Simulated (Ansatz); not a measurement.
## Telling isomers of FH4NSiSn apart by their spectra

These gas-phase data were calculated for one isomer of FH4NSiSn at B3LYP-D3(BJ)/def2-SVP (harmonic, unscaled wavenumbers; equilibrium rotational constants with average atomic masses):

```
rotational constants            : 7.956, 1.351, 1.171 GHz
all wavenumbers above 1500 cm⁻¹ : 3532, 2211, 2204, 2194
```

Candidates:

(1) `[F][Sn][NH][SiH3]`, a singlet
(2) `F[SiH2][NH][SnH]`, a singlet

Which structure fits?

Candidate (1). No mode falls between 1650 and 2000 cm⁻¹, where the Sn–H stretch of (2) would stand.

The same quantities for all candidates:

```tsv
	rotational constants (GHz)	wavenumbers above 1500 cm⁻¹	E above the lowest, B3LYP-D3(BJ)/def2-SVP (kcal/mol)
(1)	7.956, 1.351, 1.171	3532, 2211, 2204, 2194	5.8
(2)	10.72, 1, 0.9639	3554, 2281, 2235, 1684	0.0
```

Each candidate is one conformer. Atoms past krypton carry core potentials. Programs: Ansatz 0.2.0.
